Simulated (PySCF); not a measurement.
Zn(Et)(SH) (C₂H₆SZn), SMILES C[CH2][Zn][SH]. Atoms are numbered in the order given.

```xyz
10

Zn     0.0617    -0.0051     0.1833
C      0.7709    -1.6629    -0.5664
C      0.5172    -1.8594    -2.0666
H      0.3323    -2.5013     0.0184
H      1.8608    -1.6840    -0.3462
H      0.9728    -1.0534    -2.6785
H     -0.5652    -1.8748    -2.3111
H      0.9424    -2.8190    -2.4348
S     -0.7192     1.8763     1.0164
H     -1.6168     1.1992     1.7897
```
Charge 0, spin multiplicity 1.

Coordinates come from a PBE-D3(BJ)/def2-SVP optimisation. The isomer is the one that the SMILES or the coordinates give; other isomers of the formula were not compared. The values are those of a single conformer.

Method: PBE0/pcSseg-1 in PySCF.

GIAO shieldings, no solvent; atoms listed in one row are averaged. δ = σ(ref) − σ: ¹³C against TMS (σ = 186.3 ppm); ¹H against TMS (σ = 31.56 ppm); ³³S against H2S (σ = 716.7 ppm), references at their B3LYP-D3(BJ)/def2-TZVP geometries, non-relativistic.

Estimate the chemical shifts. (The exact figures need the calculation; the answer reports its results.)


| nucleus | atoms | count | δ (ppm) |
|---|---|---|---|
| ¹³C | C3 | 1 | 16.1 |
| ¹³C | C2 | 1 | 8.5 |
| ¹H | H6, H7, H8 | 3 | 1.85 |
| ¹H | H5 | 1 | 1.24 |
| ¹H | H4 | 1 | 1.14 |
| ¹H | H10 | 1 | -0.16 |
| ³³S | S9 | 1 | -60.8 |
